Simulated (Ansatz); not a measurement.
Ideal-gas functions of `[OH][Cu]` at 400 K and 1 bar, from an Ansatz frequency run at PBE0-D4/def2-TZVP.

Molar mass 80.55 g/mol, point group Cs (symmetry number 1), electronic degeneracy 1, moments of inertia 0.766, 43.788, 44.553 u Å². Harmonic wavenumbers (cm⁻¹, unscaled): 608, 779, 3861.

Use S(trans) = R[1.5 ln M + 2.5 ln T − 1.1517]; rotational temperatures θ = 24.2544 K / I; S(rot) = R[ln(√π/σ · √(T³/θAθBθC)) + 1.5]; for each mode x = 1.438777 ν̃/T, S = R[x/(eˣ − 1) − ln(1 − e⁻ˣ)] and H = RT x/(eˣ − 1); 1 cm⁻¹ = 0.0119627 kJ/mol; R = 8.31446 J/(mol·K).

**Question.** By hand: the entropy, in J/(mol·K).

**Answer.** Translation 169.7. Rotation: θ = 31.6637, 0.5539, 0.5444 K, giving 82.6. Vibration, mode by mode: 3.29, 2.03, 0.00, in all 5.3. Electronic 0.0. Sum 257.6 J/(mol·K).

**Question.** By hand: H − E and G − E in kJ/mol, counted from the electronic energy.

**Answer.** Zero-point energy ½ × 5248 × 0.0119627 = 31.4; thermal vibration 1.5; translation, rotation and pV give 4 RT = 13.3. H − E = 46.2 kJ/mol, and G − E = 46.2 − 400 × 257.6/1000 = -56.8 kJ/mol.

Vibration gives 2 % of the entropy.
